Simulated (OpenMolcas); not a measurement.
## Levels of Zr²⁺ by method

```
Program             : OpenMolcas 26.06
Basis               : ANO-R1 [6s4p3d1f]
Scalar Hamiltonian  : X2C, finite nucleus
Active space        : 2 electrons in 5 orbitals (4d)
State averaging     : 2S+1 = 3 even, 10 roots; 2S+1 = 1 even, 15 roots
Spin-orbit coupling : state interaction with AMFI integrals over the reference wave functions, term energies averaged over their components
```

Methods on the same reference wave functions:
A. CASSCF
B. SS-CASPT2, IPEA 0.25 Eh, imaginary shift 0.1 Eh (closed shells correlated: 4s 4p)

Energies in cm-1 above 4d2 3F2, the measured ground level; measured values from Moore, Atomic Energy Levels, vol. II, NSRDS-NBS 35 (1971 reprint of NBS Circular 467, 1952); NIST levels as listed in Rynkun, Gaigalas and Jonsson, Astron. Astrophys. 637, A10 (2020).

```
  Level      A      B  Measured
4d2 3F2    0.0    0.0       0.0
4d2 3F3    574    596       681
4d2 3F4   1279   1300      1486
4d2 1D2   8300   5210      5742
4d2 3P0   9358   8140      8062
4d2 3P1   9574   8370      8326
4d2 3P2  10096   8810      8838
4d2 1G4  12627  11510     11049
4d2 1S0  30290  23540     23979
```

Deviations, from unrounded energies. A percentage is the sum of absolute deviations over the sum of measured energies, with the sign that they share, or ± where signs differ.

| Against measurement | Levels | A | B |
| --- | --- | --- | --- |
| mean absolute deviation (cm-1) | 8 | 1800 | 230 |
| fine structure of the ground term (%) | 2 | -14.5 | -12.5 |
| other terms of the ground configuration (%) | 6 | +21.6 | ±2.4 |

B lies closest to measurement on these levels. The largest miss of B in the table is 4d2 1D2, by -530 cm-1. The ranking rests on the paired levels alone, and a cruder setting can come out closer through cancelling errors.

From A to B the spin-free energies of the other terms of 4d2 shown, above 3F, scale by factors of 0.58 to 0.90.

The lowest spin-free term lies below A's lowest term by 0.094 hartree in B.

CASPT2 does not keep the components of a term degenerate, so their means are used; among the terms shown or strongly mixed into the levels shown the widest spread is 220 cm-1 (4d2 3F, B). Levels of configurations with an s electron are missing; early in the row they begin among the upper levels of the d shell and mix with terms of their name. Without dynamic correlation excited terms often stand tens of per cent too high (terms of higher spin than the ground term too low), and those without a measured partner can miss by more than the paired ones (holds for A). Some levels mix across a computed gap that differs much from the measured one, so their mixing is not that of the real levels (holds for A). Measured partners are found by configuration, term and J. A level has none where our copy of the source lacks it or the pairing is in doubt (some pairs that miss far off the trend of their configuration count as doubtful), and it then counts in no deviation. Levels of configurations outside the active space are missing.
